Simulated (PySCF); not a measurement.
## Ionisation energy of Ti⁺ by level of theory

Ti⁺ [Ar] 3d2 4s1 (4F) → Ti²⁺ [Ar] 3d2 (3F), as a difference of total energies. Computed with PySCF 2.14 in def2-QZVPPD (11s6p5d3f2g, 93 functions), with the non-relativistic Hamiltonian (point nucleus). Correlated levels: valence: [Ar] frozen; valence and next inner shell: [Ne] frozen. The calculations carry no spin-orbit coupling.

| method | ionisation energy (eV) | difference from reference (eV) |
| --- | --- | --- |
| UHF | 12.850 | -0.725 |
| LDA | 14.100 | +0.525 |
| PBE | 13.915 | +0.340 |
| PBE0 | 13.692 | +0.117 |
| r2SCAN | 13.727 | +0.152 |
| BHandHLYP | 13.495 | -0.080 |
| CAM-B3LYP | 13.745 | +0.170 |
| M06 | 13.150 | -0.425 |
| wB97M-V | 13.452 | -0.123 |
| MP2 (valence) | 13.032 | -0.543 |
| SCS-MP2 (valence) | 12.911 | -0.664 |
| MP2 (valence and next inner shell) | 13.464 | -0.111 |
| SCS-MP2 (valence and next inner shell) | 13.292 | -0.283 |

Reference: 13.575 eV (measured; NIST Atomic Spectra Database, ionization energies).

These non-relativistic numbers lack the scalar-relativistic shift.

Errors of the correlated levels include the incompleteness of this basis and the frozen core.
